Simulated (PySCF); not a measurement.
Frontier levels across methods

Species: C₅H₁₁NO.
Z-matrix (Å and degrees, PBE0-D3(BJ)/def2-SVP geometry), rows numbered from 1:
```
C 
C   1  1.5205
C   2  1.5219  1  113.15
C   3  1.5172  2  113.21  1   179.93
C   4  1.5197  3  113.06  2   178.65
N   5  1.3613  4  114.77  3   177.35
O   5  1.2130  4  123.01  3    -2.83
H   1  1.1017  2  111.17  3   -59.95
H   1  1.1005  2  111.74  3   179.78
H   1  1.1016  2  111.19  3    59.45
H   2  1.1048  1  109.60  3  -122.26
H   2  1.1048  1  109.55  3   122.38
H   3  1.1025  2  110.13  1    57.66
H   3  1.1021  2  110.22  1   -57.79
H   4  1.1047  3  110.64  2   -59.33
H   4  1.1050  3  110.61  2    57.26
H   6  1.0087  5  122.54  4     0.20
H   6  1.0110  5  118.26  4   179.27
```

Basis pcSseg-1 throughout (PySCF), one geometry. One conformer (not necessarily the lowest) at the PBE0-D3(BJ)/def2-SVP geometry, without solvent, vibrations or thermal averaging.

How do the orbital energies, the gap and the dipole change with the method?

```json
{"method": "BLYP", "kind": "GGA", "HOMO (eV)": "-5.50", "LUMO (eV)": "-0.09", "gap (eV)": "5.41", "μ (D)": "3.56", "SCF cycles": "15"}
{"method": "B97-D", "kind": "GGA", "HOMO (eV)": "-5.64", "LUMO (eV)": "-0.13", "gap (eV)": "5.51", "μ (D)": "3.58", "SCF cycles": "15"}
{"method": "KT3", "kind": "GGA", "HOMO (eV)": "-5.78", "LUMO (eV)": "-0.15", "gap (eV)": "5.62", "μ (D)": "3.48", "SCF cycles": "16"}
{"method": "LDA", "kind": "LDA", "HOMO (eV)": "-5.80", "LUMO (eV)": "-0.45", "gap (eV)": "5.35", "μ (D)": "3.65", "SCF cycles": "15"}
{"method": "KT2", "kind": "GGA", "HOMO (eV)": "-5.83", "LUMO (eV)": "-0.17", "gap (eV)": "5.66", "μ (D)": "3.50", "SCF cycles": "15"}
{"method": "PBE0", "kind": "global hybrid", "HOMO (eV)": "-7.28", "LUMO (eV)": "0.89", "gap (eV)": "8.18", "μ (D)": "3.70", "SCF cycles": "14"}
{"method": "mPW1PW91", "kind": "global hybrid", "HOMO (eV)": "-7.33", "LUMO (eV)": "0.87", "gap (eV)": "8.19", "μ (D)": "3.71", "SCF cycles": "14"}
{"method": "wB97X-D", "kind": "range-separated hybrid", "HOMO (eV)": "-9.24", "LUMO (eV)": "2.74", "gap (eV)": "11.98", "μ (D)": "3.74", "SCF cycles": "14"}
{"method": "HF", "kind": "Hartree–Fock", "HOMO (eV)": "-11.22", "LUMO (eV)": "3.97", "gap (eV)": "15.19", "μ (D)": "4.02", "SCF cycles": "11"}
```

The HOMO spans 5.73 eV, from BLYP down to HF, and the gap runs from 5.35 eV (LDA) to 15.19 eV (HF). Over the methods BLYP (0 %), B97-D (0 %), KT3 (0 %), LDA (0 %), KT2 (0 %), PBE0 (25 %), mPW1PW91 (25 %), HF (100 %), a straight line through the gap against the share of exact exchange rises by 0.97 eV for each 10 % (correlation coefficient 0.999). The dipole ranges from 3.48 D (KT3) to 4.02 D (HF). This basis has no diffuse functions.

The vertical ΔSCF ionisation energy at PBE0/def2-SVPD is 9.55 eV; −ε(HOMO) comes closest to it with wB97X-D (9.24 eV).
